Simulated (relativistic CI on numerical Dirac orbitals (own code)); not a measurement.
## Sensitivity of the levels of F⁷⁺ to α

Computed by Dirac-Coulomb-Breit CI, separate exchange-only KLI orbitals for each configuration, derivatives by finite differences, unscaled Slater integrals, QED left out (own radial code, finite nucleus).

Configurations in the expansion: 1s2, 1s 2s, 1s 2p. Levels of other configurations are missing.

With x = (α/α₀)² − 1 an excitation energy changes as ω = ω₀ + qx; K = 2q/ω₀ is the relative enhancement. Terms are leading LS components, so labels can repeat.

Lowest level 1s2 1S_0.

| Level | ω₀ (cm⁻¹) | q (cm⁻¹) |
| --- | --- | --- |
| 1s 2s 3S_1 | 5821256 | 3440 |
| 1s 2p 3P°_0 | 5891210 | 4435 |
| 1s 2p 3P°_1 | 5891354 | 4564 |
| 1s 2p 3P°_2 | 5892302 | 5529 |
| 1s 2s 1S_0 | 5895650 | 4094 |
| 1s 2p 1P°_1 | 5945724 | 4868 |

Which transition from the lowest level has the largest |K|?

1s 2p 3P°_2 at 5892302 cm⁻¹, K = 0.00188.
